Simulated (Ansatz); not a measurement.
# C3H5NSi: structure from calculated spectroscopic constants

These gas-phase data were calculated for one isomer of C3H5NSi at PBE0-D3(BJ)/def2-SVP (harmonic, unscaled wavenumbers; equilibrium rotational constants with average atomic masses):

```
rotational constants            : 6.259, 2.873, 2.016 GHz
all wavenumbers above 1500 cm⁻¹ : 3270, 3162, 2377, 2259, 2257, 2247, 1677
```

Candidates:

(1) `C=C([SiH3])C#N`, a singlet
(2) `N#C/C=C/[SiH3]`, a singlet
(3) `N#C/C=C\[SiH3]`, a singlet

Q: Which candidate do the data belong to? Where the bands don't settle it, estimate the moments of inertia from typical bond lengths.

A: Candidate (1). The rotational constants decide: (2) would give 31.55, 1.438, 1.398 GHz; (3) would give 8.123, 2.347, 1.86 GHz.

The same quantities for all candidates:

|  | rotational constants (GHz) | wavenumbers above 1500 cm⁻¹ | E above the lowest, PBE0-D3(BJ)/def2-SVP (kcal/mol) |
| --- | --- | --- | --- |
| (1) | 6.259, 2.873, 2.016 | 3270, 3162, 2377, 2259, 2257, 2247, 1677 | 0.0 |
| (2) | 31.55, 1.438, 1.398 | 3183, 3176, 2387, 2251, 2242, 2239, 1684 | 0.4 |
| (3) | 8.123, 2.347, 1.86 | 3188, 3171, 2387, 2275, 2239, 2239, 1679 | 0.8 |

Harmonic stretches to hydrogen usually lie a few per cent above observed fundamentals. Programs: Ansatz 0.2.0.
